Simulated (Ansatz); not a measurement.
Cl$_{2}$H$_{4}$HfN$_{2}$ (`[NH2][Hf]([NH2])([Cl])[Cl]`). The species carries charge 0 and has multiplicity 1. Hf: def2 effective core potential. The structure was optimised at the PBE0-D4/def2-TZVP level. It is one conformer, not always the lowest.

```xyz
9

N    -0.853    1.215    0.805
Hf   -0.434   -0.469   -0.215
N     1.559   -0.454   -0.457
Cl   -1.081   -2.334    1.081
Cl   -1.504   -0.384   -2.318
H    -0.184    1.905    1.113
H    -1.780    1.502    1.091
H     2.048   -0.089   -1.264
H     2.228   -0.892    0.163
```

Task: What is the dipole moment at ωB97M-V/def2-TZVPP? (Estimate.)

Result: Ansatz gave: 3.13 D, with components (2.18, 2.05, 0.91) D in this frame, pointing from negative to positive charge.

Task: And with PBE, r2SCAN, B3LYP? (Estimate.)

Result: Computed: PBE 3.18 D, r2SCAN 3.24 D, B3LYP 3.17 D.

Task: Give the Mulliken charges with ωB97M-V, B3LYP, r2SCAN in def2-TZVPP. (Estimate.)

Result: The calculation gave: 
```csv
atom,ωB97M-V,B3LYP,r2SCAN
N1,-0.39,-0.42,-0.49
Hf2,0.81,0.87,0.93
N3,-0.39,-0.43,-0.50
Cl4,-0.27,-0.30,-0.31
Cl5,-0.27,-0.30,-0.31
H6,0.13,0.15,0.17
H7,0.12,0.14,0.16
H8,0.13,0.15,0.17
H9,0.13,0.15,0.17
```

B3LYP here is the variant with VWN-RPA as its local correlation; programs differ in this.
